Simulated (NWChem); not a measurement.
The numbers come from NWChem runs, not from measurements. System: phosphorus nitride (NP), charge 0, spin multiplicity 1, at a geometry optimised with B3LYP/def2-SVP. Level: CCSD(T)/def2-TZVPD, 6 core orbitals frozen.

Job file:

```
start mol
memory heap 100 mb stack 700 mb global 1900 mb
geometry units angstroms nocenter noautoz
  N      0.000000     0.000000     1.017718
  P      0.000000     0.000000    -0.474935
  symmetry group C2v
end
basis spherical
  * library def2-tzvpd
end
scf
  rhf
  nopen 0
  maxiter 100
  thresh 1e-7
  semidirect memsize 60000000 filesize 0
end
tce
  freeze core 6
  ccsd(t)
  2eorb
  2emet 13
  thresh 1e-6
  maxiter 100
  tilesize 24
end
task tce energy
```

NWChem printed:

```
             Northwest Computational Chemistry Package (NWChem) 7.3.0
             --------------------------------------------------------

                                NWChem Input Module
                                -------------------

 Scaling coordinates for geometry "geometry" by  1.889725989
 (inverse scale =  0.529177249)

 Turning off AUTOSYM since
 SYMMETRY directive was detected!

                             Geometry "geometry" -> ""
                             -------------------------

 Output coordinates in angstroms (scale by  1.889725989 to convert to a.u.)

  No.       Tag          Charge          X              Y              Z
 ---- ---------------- ---------- -------------- -------------- --------------
    1 N                    7.0000     0.00000000     0.00000000     1.01771800
    2 P                   15.0000     0.00000000     0.00000000    -0.47493500

 Effective nuclear repulsion energy (a.u.)      37.2247341780

            Nuclear Dipole moment (a.u.)
            ----------------------------
        X                 Y               Z
 ---------------- ---------------- ----------------
     0.0000000000     0.0000000000     0.0000018897

      Symmetry information
      --------------------

 Group name             C2v
 Group number             16
 Group order               4
 No. of unique centers     2

      Symmetry unique atoms

     1    2


 Summary of "ao basis" -> "" (spherical)
 ------------------------------------------------------------------------------
       Tag                 Description            Shells   Functions and Types
 ---------------- ------------------------------  ------  ---------------------
 *                         def2-tzvpd                 on all atoms

 Summary of "ao basis" -> "ao basis" (spherical)
 ------------------------------------------------------------------------------
       Tag                 Description            Shells   Functions and Types
 ---------------- ------------------------------  ------  ---------------------
 N                         def2-tzvpd               13       37   6s3p3d1f
[...]
      Symmetry adaption is : on
         Schwarz screening : 0.10D-09

          Correlation Information
          -----------------------
          Calculation type : Coupled-cluster singles & doubles w/ perturbation
   Perturbative correction : (T)
            Max iterations :      100
        Residual threshold : 0.10D-05
     T(0) DIIS level shift : 0.00D+00
     L(0) DIIS level shift : 0.00D+00
     T(1) DIIS level shift : 0.00D+00
     L(1) DIIS level shift : 0.00D+00
     T(R) DIIS level shift : 0.00D+00
     T(I) DIIS level shift : 0.00D+00
   CC-T/L Amplitude update :  5-th order DIIS
                I/O scheme : Global Array Library
        L-threshold :  0.10D-05
        EOM-threshold :  0.10D-05
 no EOMCCSD initial starts read in
 TCE RESTART OPTIONS
 SLICE:      F
 D4D5:       F
 quantumc:   F
 qrotation:  F
 pwtce:      F
 qducc:      F
 nacto:                         0
 nrotv:                         0
 nrot:                          0

            Memory Information
            ------------------
          Available GA space size is     249030400 doubles
          Available MA space size is     104850628 doubles

 Maximum block size supplied by input
 Maximum block size        24 doubles

 tile_dim =     16

 -------------------------------------------------

 Global array virtual files algorithm will be used

 Parallel file system coherency ......... OK

 4-electron integrals stored in orbital form

 v2    file size   =          1814786
 4-index algorithm nr.  13 is used
 imaxsize =       30
 imaxsize ichop =        0


CCSD iterations
 ---------------------------------------------------------
 Iter          Residuum       Correlation     Cpu    Wall
 ---------------------------------------------------------
    1   0.1766223131619  -0.3479560947825     0.2     0.2
    2   0.0525025339286  -0.3307832833544     0.3     0.3
    3   0.0208290176434  -0.3468535898957     0.2     0.2
    4   0.0100737202984  -0.3445371980862     0.2     0.2
    5   0.0046785961991  -0.3467726232535     0.2     0.2
    6   0.0021965354379  -0.3469972913009     0.2     0.2
    7   0.0011045501212  -0.3469460963234     0.2     0.2
    8   0.0005990510351  -0.3469907659460     0.2     0.2
    9   0.0003586769357  -0.3469941068360     0.2     0.2
   10   0.0002006444827  -0.3470124823539     0.2     0.2
   11   0.0000190520839  -0.3470282093391     0.2     0.2
   12   0.0000082301602  -0.3470289415546     0.2     0.2
   13   0.0000032833789  -0.3470295181539     0.3     0.3
   14   0.0000020788963  -0.3470295272468     0.2     0.2
   15   0.0000010305071  -0.3470296078190     0.2     0.2
   16   0.0000003948966  -0.3470296354203     0.2     0.2
 -----------------------------------------------------------------
 Iterations converged
 CCSD correlation energy / hartree =        -0.347029635420338
 CCSD total energy / hartree       =      -395.522233241830634

 Singles contributions

 Doubles contributions
    13b1  (alpha)    13b1  (beta ) ---    10b1  (alpha)    10b1  (beta )       -0.1022065971
    12b2  (alpha)    12b2  (beta ) ---    11b2  (alpha)    11b2  (beta )       -0.1022065971
 CCSD(T)
 Using plain CCSD(T) code
             total no. of tasks          428
 total no. of tasks / no. procs          428
                         wl_min         1024           3.2
                         wl_max       103680           6.9
        thresh for no. of tasks          428

 CCSD[T]  correction energy / hartree =        -0.024750286655617
 CCSD[T] correlation energy / hartree =        -0.371779922075955
 CCSD[T] total energy / hartree       =      -395.546983528486237
 CCSD(T)  correction energy / hartree =        -0.023420837995051
 CCSD(T) correlation energy / hartree =        -0.370450473415389
 CCSD(T) total energy / hartree       =      -395.545654079825681

 Task  times  cpu:       15.6s     wall:       15.6s

 Total times  cpu:       15.6s     wall:       15.6s
```
